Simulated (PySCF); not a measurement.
Ga(OH)2(SeH) (GaH3O2Se), SMILES [OH][Ga]([OH])[SeH]. Atoms are numbered in the order given.

```xyz
7

Ga     0.0026     0.7559     0.0000
O      1.4334     1.8146     0.0000
H      2.2836     1.3642     0.0000
O     -1.5768     1.5677     0.0000
H     -1.5021     2.5285     0.0000
Se     0.0502    -1.5532     0.0000
H     -1.4212    -1.5763     0.0000
```

Geometry optimised at PBE0-D3(BJ)/def2-SVP. Other conformers were not sampled.

Two levels are set side by side: PBE/pcSseg-1 (PySCF) and HF/pcSseg-1 (PySCF). GIAO shifts against H2O (¹⁷O), Me2Se (⁷⁷Se), TMS (¹H) at the same level; non-relativistic, no solvent, atoms listed together averaged. Differences are taken from unrounded values.

```tsv
quantity	PBE
δ(⁷⁷Se) of Se6 (ppm)	-545.8
δ(¹H) of H7 (ppm)	1.06
```

Problem. These are the PBE values. What does HF give? (Estimate from the structure and the level; the computed values follow.)

Solution. 
```tsv
quantity	HF	PBE minus HF
δ(⁷⁷Se) of Se6 (ppm)	-468.9	-76.9
δ(¹H) of H7 (ppm)	1.16	-0.10
```

Rough cost on one machine, each run with all the roots and properties that it gave: HF against PBE within a factor of 2.
